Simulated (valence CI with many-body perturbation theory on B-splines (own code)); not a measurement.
**Mo29+: calculated level list**

Computed by configuration interaction combined with many-body perturbation theory (CI+MBPT): three valence electrons over a frozen Dirac-Fock core [Ne], a basis of 11 s, 11 p, 9 d, 7 f, 5 g, 2 h, 1 i functions for each j, with the one-electron correlation potential Σ1, the two-electron term Σ2, the three-electron term Σ3, Breit, model QED; selected CI, second order for the rest (own B-spline code, finite nucleus).

The last digits are not significant, and no measured levels were compared; by estimate large intervals hold to a few tenths of a per cent, small ones and those within an open d or f shell to about a per cent.

Levels 1 to 45 of 69, with energies above the lowest level, 3s²3p ²P°_1/2. "Leading %" is the weight of the configuration and term that name the level; weights of strongly mixed levels are sums over their largest components and can fall short. Lifetimes count E1, E2, E3, M1 and M2 decay at the calculated energies, and are blank where another channel may lead or the interval is too uncertain; long ones can be off by a factor of two.

| No. | Configuration | Term | J | E (cm⁻¹) | Leading % | Lifetime | Second component |
| --- | --- | --- | --- | --- | --- | --- | --- |
| 1 | 3s²3p | ²P° | 1/2 | 0 | 98 |  |  |
| 2 | 3s²3p | ²P° | 3/2 | 204080 | 98 | 13.1 μs |  |
| 3 | 3s3p² | ⁴P | 1/2 | 539910 | 83 | 384 ps | 14 % 3s3p² ²S |
| 4 | 3s3p² | ⁴P | 3/2 | 668590 | 96 | 3.56 ns |  |
| 5 | 3s3p² | ⁴P | 5/2 | 724130 | 64 | 569 ps | 33 % 3s3p² ²D |
| 6 | 3s3p² | ²D | 3/2 | 816910 | 74 | 44.1 ps | 12 % 3s²3d ²D |
| 7 | 3s3p² | ²P | 1/2 | 891510 | 69 | 8.81 ps | 18 % 3s3p² ²S |
| 8 | 3s3p² | ²D | 5/2 | 914340 | 52 | 258 ps | 34 % 3s3p² ⁴P |
| 9 | 3s3p² | ²P | 3/2 | 1080700 | 54 | 6.58 ps | 44 % 3s²3d ²D |
| 10 | 3s3p² | ²S | 1/2 | 1096600 | 67 | 11.9 ps | 26 % 3s3p² ²P |
| 11 | 3s²3d | ²D | 3/2 | 1151200 | 42 | 6.54 ps | 33 % 3s3p² ²P |
| 12 | 3s²3d | ²D | 5/2 | 1162200 | 83 | 10.1 ps | 14 % 3s3p² ²D |
| 13 | 3p³ | ²D° | 3/2 | 1403100 | 31 | 22.2 ps | 29 % 3p³ ²P° |
| 14 | 3s3p3d | ⁴F° | 3/2 | 1500800 | 78 | 65.1 ps | 10 % 3s3p3d ²D° |
| 15 | 3s3p3d | ²D° | 5/2 | 1511500 | 34 | 212 ps | 33 % 3p³ ²D° |
| 16 | 3p³ | ⁴S° | 3/2 | 1549700 | 51 | 12.2 ps | 22 % 3p³ ²D° |
| 17 | 3s3p3d | ⁴F° | 5/2 | 1557400 | 60 | 56.6 ps | 21 % 3p³ ²D° |
| 18 | 3s3p3d | ⁴F° | 7/2 | 1606300 | 79 | 77.1 ps | 14 % 3s3p3d ⁴D° |
| 19 | 3s3p3d | ⁴D° | 3/2 | 1627800 | 56 | 9.50 ps | 29 % 3s3p3d ⁴P° |
| 20 | 3s3p3d | ⁴P° | 5/2 | 1630400 | 52 | 13.6 ps | 25 % 3s3p3d ⁴D° |
| 21 | 3s3p3d | ⁴D° | 1/2 | 1630500 | 81 | 8.04 ps | 10 % 3s3p3d ²P° |
| 22 | 3p³ | ²P° | 1/2 | 1669000 | 82 | 12.7 ps | 16 % 3s3p3d ²P° |
| 23 | 3s3p3d | ²F° | 5/2 | 1730800 | 78 | 15.3 ps | 13 % 3p³ ²D° |
| 24 | 3s3p3d | ⁴F° | 9/2 | 1734200 | 100 | 22.1 μs |  |
| 25 | 3s3p3d | ²D° | 3/2 | 1755000 | 42 | 8.68 ps | 17 % 3p³ ²P° |
| 26 | 3s3p3d | ⁴D° | 5/2 | 1774700 | 62 | 8.89 ps | 15 % 3s3p3d ⁴P° |
| 27 | 3s3p3d | ⁴D° | 7/2 | 1776400 | 78 | 10.7 ps | 18 % 3s3p3d ⁴F° |
| 28 | 3s3p3d | ⁴P° | 1/2 | 1778400 | 90 | 11.4 ps | 10 % 3s3p3d ⁴D° |
| 29 | 3s3p3d | ⁴P° | 3/2 | 1780700 | 26 | 9.59 ps | 25 % 3s3p3d ²P° |
| 30 | 3s3p3d | ⁴P° | 3/2 | 1789500 | 35 | 13.7 ps | 16 % 3p³ ²P° |
| 31 | 3s3p3d | ²D° | 5/2 | 1837300 | 55 | 12.0 ps | 28 % 3s3p3d ⁴P° |
| 32 | 3s3p3d | ²D° | 3/2 | 1902200 | 54 | 5.28 ps | 20 % 3s3p3d ²P° |
| 33 | 3s3p3d | ²F° | 7/2 | 1907400 | 98 | 14.0 ps |  |
| 34 | 3s3p3d | ²F° | 7/2 | 1983900 | 89 | 7.63 ps | 7 % 3s3p3d ⁴D° |
| 35 | 3s3p3d | ²F° | 5/2 | 1986300 | 84 | 5.38 ps | 10 % 3s3p3d ²D° |
| 36 | 3s3p3d | ²P° | 1/2 | 1990500 | 88 | 7.39 ps | 8 % 3s3p3d ⁴D° |
| 37 | 3s3p3d | ²P° | 1/2 | 2023900 | 83 | 4.89 ps | 14 % 3p³ ²P° |
| 38 | 3s3p3d | ²P° | 3/2 | 2049200 | 80 | 5.89 ps | 12 % 3s3p3d ²D° |
| 39 | 3s3p3d | ²D° | 5/2 | 2057300 | 72 | 4.74 ps | 12 % 3s3p3d ²F° |
| 40 | 3s3p3d | ²P° | 3/2 | 2071500 | 24 | 4.18 ps | 18 % 3s3p3d ²D° |
| 41 | 3p²3d | ⁴F | 3/2 | 2214800 | 55 | 19.7 ps | 17 % 3p²3d ²D |
| 42 | 3p²3d | ⁴F | 5/2 | 2279800 | 36 | 19.2 ps | 26 % 3p²3d ⁴D |
| 43 | 3p²3d | ²F | 5/2 | 2331700 | 59 | 26.6 ps | 32 % 3p²3d ⁴F |
| 44 | 3p²3d | ²P | 3/2 | 2365600 | 43 | 12.5 ps | 30 % 3p²3d ⁴F |
| 45 | 3p²3d | ²F | 7/2 | 2367400 | 48 | 24.0 ps | 21 % 3p²3d ⁴F |

Names give the largest LS component (configuration and term), which can be under half, so a name can repeat, a term be missing and a line seem to break the LS rules; names also repeat where a configuration has a term twice.

Where two levels of one J and parity lie close, their mixing, g and order are uncertain.

The ionisation energy to 3s² ¹S0 of the next ion comes out as 1601.5 eV (NIST: 1587 ± 8 eV (semi-empirical)). All 69 levels together are meant to be complete up to 2723400 cm⁻¹.
